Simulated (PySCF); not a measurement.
# WO2Br2 at several levels of theory

Computed with PySCF 2.14.0 (density fitting, no spin-orbit coupling) at the geometry relaxed with B3LYP:

```xyz
5
WO2Br2 (singlet)
W     0.3594    0.3594    0.0000
O     1.5471    0.6131   -1.1959
O     0.6131    1.5471    1.1959
Br   -1.8370    0.6920   -0.9901
Br    0.6920   -1.8370    0.9901
```

| level | basis | state | HOMO (eV) | gap (eV) | charge on W1 (e) | dipole about the centre of mass (D) | largest force component (eV/Å) |
| --- | --- | --- | --- | --- | --- | --- | --- |
| B3LYP | W def2-SVP with ECP60, O def2-SVP, Br def2-SVP | singlet | -9.06 | 5.42 | 0.99 | 2.07 | 0.01 |
| CAM-B3LYP | the same | singlet | -10.59 | 8.11 | 1.01 | 2.02 | 0.61 |
| B3LYP | W def2-TZVP with ECP60, O def2-TZVP, Br def2-TZVP | singlet | -9.12 | 5.38 | 1.35 | 2.14 | 0.08 |
| B3LYP | W x2c-SVPall, O x2c-SVPall, Br x2c-SVPall | singlet | -9.07 | 5.14 | 0.83 | 2.25 | 0.60 |

Charges are Mulliken's, which hang on the basis. The relaxation used the grid (50, 194), these runs (75, 302) or, all-electron (x2c bases, spin-free X2C Hamiltonian), (99, 590).

**Question.** A further run in the first row's basis gives HOMO (eV) -8.37, gap (eV) 4.32, charge on W1 (e) 1.22, dipole about the centre of mass (D) 1.95, largest force component (eV/Å) 0.08. Which level was it?
A. M06-L
B. TPSS
C. HF

**Answer.** A. The others give HOMO -12.38 eV (HF); -8.15 eV (TPSS).

In the first row's basis the gap widens with exact exchange: 4.1 to 4.3 eV for TPSS, M06-L (none); 5.4 eV for B3LYP (a fixed share); 8.1 to 11.9 eV for CAM-B3LYP, Hartree–Fock (rising or full at long range).
